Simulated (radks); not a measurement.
All-electron atom: Pt II in [Xe] 4f14 5d8 6p1 (not the ground configuration).

All-electron calculation, scalar-relativistic Kohn-Sham, SCAN, spin-polarised, spherical densities, finite nucleus; open shells are filled with parallel spins first (spin-orbit coupling, left out, can overturn this in heavy ions); meta-GGA in the generalised Kohn-Sham scheme; Fermi nuclear charge, rms radius 5.427 fm. Program: a radial shooting solver on a logarithmic mesh with Libxc functionals.

Energy parts (eV):
part                       energy
total                  -501011.25
kinetic                 558522.68
electron-nucleus      -1243817.14
Hartree                 193947.57
exchange-correlation     -9664.36

Orbitals (lengths in bohr, moments of r in powers of bohr; r(max) is where P^2 peaks):
orbital,occ.,eigenvalue (eV),<1/r>,<r^2>,<r>,r(max)
1s up,1,-78506.87,93.92,0.0004063,0.01715,0.01062
1s down,1,-78506.86,93.92,0.0004063,0.01715,0.01062
2s up,1,-13830.74,22.04,0.006198,0.07232,0.06117
2s down,1,-13830.63,22.04,0.006198,0.07232,0.06117
2p up,3,-11986.21,19.67,0.005201,0.06522,0.05059
2p down,3,-11986.10,19.67,0.005201,0.06522,0.05059
3s up,1,-3271.279,8.174,0.03996,0.1869,0.1724
3s down,1,-3271.232,8.174,0.03996,0.1869,0.1724
3p up,3,-2730.944,7.470,0.04103,0.1881,0.1715
3p down,3,-2730.885,7.470,0.04102,0.1881,0.1715
3d up,5,-2143.447,7.027,0.03406,0.1705,0.1400
3d down,5,-2143.343,7.027,0.03406,0.1705,0.1400
4s up,1,-719.4451,3.489,0.1942,0.4149,0.3900
4s down,1,-719.2475,3.489,0.1942,0.4149,0.3900
4p up,3,-541.4281,3.158,0.2215,0.4415,0.4099
4p down,3,-541.2487,3.158,0.2215,0.4415,0.4099
4d up,5,-324.3375,2.826,0.2534,0.4682,0.4182
4d down,5,-324.1337,2.826,0.2532,0.4681,0.4182
4f up,7,-84.1431,2.388,0.3253,0.5165,0.3856
4f down,7,-83.8693,2.391,0.3235,0.5155,0.3855
5s up,1,-117.5540,1.410,1.023,0.9551,0.8687
5s down,1,-116.0065,1.417,1.015,0.9513,0.8661
5p up,3,-71.1539,1.199,1.373,1.102,0.9802
5p down,3,-69.3471,1.205,1.364,1.098,0.9773
5d up,5,-19.0472,0.8323,2.934,1.577,1.238
5d down,3,-17.1858,0.8345,2.918,1.573,1.234
6p up,1,-8.6474,0.3659,13.24,3.416,2.913

The highest occupied level is 6p up at -8.647 eV. The electron density at the nucleus is 2.116e+06 e/bohr^3 (large components only). Summed over all electrons, <r^2> = 56.42 bohr^2, which gives a Langevin (diamagnetic) susceptibility term of -44.7 x 10^-6 cm^3/mol. Spin moment in Bohr magnetons: 3.

Empty levels of this run are not shown, since the potential may be unsettled where no density lies.
